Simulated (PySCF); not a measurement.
C2H7NbO2, SMILES [CH3][Nb]([OH])(=[O])[CH3], multiplicity 1. Geometry optimised at B3LYP-D3(BJ)/def2-SVP. The multiplicity is an assumed one; other spin states were not compared. The def2 effective core potentials stand for the cores of Nb; spin–orbit coupling is left out. One conformer was computed; it need not be the lowest.

Computed with B3LYP-D3(BJ)/def2-SVP run with PySCF.

Harmonic wavenumbers (cm⁻¹): 81, 98, 141, 160, 162, 209, 224, 415, 453, 505, 536, 547, 564, 599, 599, 743, 1021, 1173, 1181, 1393, 1400, 1402, 1407, 2997, 2999, 3088, 3090, 3106, 3106, 3875. Rotational constants (GHz): 3.008, 2.941, 2.532; symmetry number 1.

Problem. Work out the zero-point energy and the ideal-gas rigid-rotor harmonic-oscillator thermochemistry at 298.15 K and 1 atm.

Solution. ZPE = ½ Σ hcν = ½ × 37275 cm⁻¹ = 222.95 kJ/mol. H − E(el) = 249.55 kJ/mol. Entropy in J/(mol K): translation 171.72, rotation 113.24, vibration 102.91, total 387.87. G − E(el) = 133.91 kJ/mol. Cp = 136.72 J/(mol K). Modes under 150 cm⁻¹ make the vibrational entropy uncertain.
